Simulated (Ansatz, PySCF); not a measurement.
Molecule: sum formula H$_{3}$SiO$_{3}$F, net charge 0, singlet state. SMILES: F[Si](O)(O)O
Structure (B3LYP-D3(BJ)/def2-TZVP (Ansatz, a program for electronic structure) minimum search):
```xyz
8

Si     0.0007    -0.0003    -0.0170
F     -0.0678     0.0278     1.5817
O     -0.7923     1.2887    -0.6039
O      1.5552     0.0491    -0.4816
O     -0.6928    -1.3665    -0.5530
H     -0.5010     2.1695    -0.3569
H      2.1518    -0.6459    -0.1938
H     -1.6127    -1.5392    -0.3394
```

PBE beside other levels, property by property. Correlated levels leave the core frozen unless marked. UHF or UKS for open shells. No spin-orbit coupling. No relativistic terms. CBS(X,Y): correlation extrapolated as X^-3; Hartree-Fock from the larger set (for Q and 5 zeta extrapolated as (X+1)exp(-9√X)). The bracket is a focal-point correction in the basis named. Rows marked 298 K are enthalpies with B3LYP-D3(BJ) harmonic zero-point and thermal terms. Atomisation energies are electronic, to ground-state atoms; the column to compare with has the core term from cc-pwCVTZ added, other frozen-core levels have none. Frequencies are from Ansatz or PySCF. The coupled-cluster column (Ansatz) is a level with limits of its own: (a) RI-MP2/CBS(aug-cc-pV(T+d)Z,aug-cc-pV(Q+d)Z)+[CCSD(T)-MP2]/aug-cc-pV(T+d)Z; (b) RI-MP2/CBS(cc-pV(T+d)Z,cc-pV(Q+d)Z)+[CCSD(T)-MP2]/cc-pV(T+d)Z; (c) CCSD(T)/CBS(cc-pV(Q+d)Z,cc-pV(5+d)Z).

| property | PBE/def2-TZVPD (Ansatz) | r2SCAN/def2-TZVPD (Ansatz) | B3LYP-D3(BJ)/def2-TZVPD (Ansatz + dftd3) | CAM-B3LYP/def2-TZVPD (Ansatz) | coupled cluster |
|---|---|---|---|---|---|
| F-Si bond dissociation enthalpy, 298 K, to O[Si](O)O + F atom (kcal/mol) | 158.4 | 159.3 | 158.7 | 162.4 | 167.4 (a) |
| H-O bond dissociation enthalpy, 298 K, to [O][Si](O)(O)F + H atom (kcal/mol) | 117.1 | 117.2 | 119.2 | 120.6 | 124.9 (c) |
| atomisation energy (kcal/mol) | 818.6 | 813.0 | 805.1 | 812.9 | 825.6 (c) |
| proton affinity at O, enthalpy at 298 K, to O[Si](O)([OH2+])F (kcal/mol) | 175.9 | 176.9 | 176.9 | 174.7 | 176.3 (b) |
| O-Si bond dissociation enthalpy, 298 K, to [OH] (HO) + O[Si](O)F (kcal/mol) | 130.0 | 131.1 | 131.3 | 134.2 | 140.2 (c) |

As the rows show:
- F-Si bond dissociation enthalpy, 298 K, to O[Si](O)O + F atom: PBE lies 9.0 kcal/mol below coupled cluster.
- H-O bond dissociation enthalpy, 298 K, to [O][Si](O)(O)F + H atom: PBE lies 7.8 kcal/mol below coupled cluster.
- atomisation energy: PBE lies 7.0 kcal/mol below coupled cluster.
- proton affinity at O, enthalpy at 298 K, to O[Si](O)([OH2+])F: PBE lies 0.4 kcal/mol below coupled cluster.
- O-Si bond dissociation enthalpy, 298 K, to [OH] (HO) + O[Si](O)F: PBE lies 10.2 kcal/mol below coupled cluster.
